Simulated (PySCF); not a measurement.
bromoethene (C₂H₃Br), SMILES C=CBr. The structure is a stationary point at PBE0-D3(BJ)/def2-TZVP.

**Question.** Give the equilibrium geometry at PBE0-D3(BJ)/def2-TZVP (PySCF confirms it by a frequency run) as bond lengths and angles, and its point group. (Estimate from the structure and the level; the computed values follow.)

**Answer.** point group Cs.
Atoms: C1 C2 Br3 H4 H5 H6. Bond lengths (Å): C1–C2 1.319, C1–H4 1.083, C1–H5 1.084, C2–Br3 1.881, C2–H6 1.082. Angles (°): C2–C1–H4 122.5, C2–C1–H5 119.4, H4–C1–H5 118.2, C1–C2–Br3 123.4, C1–C2–H6 124.1, Br3–C2–H6 112.6.
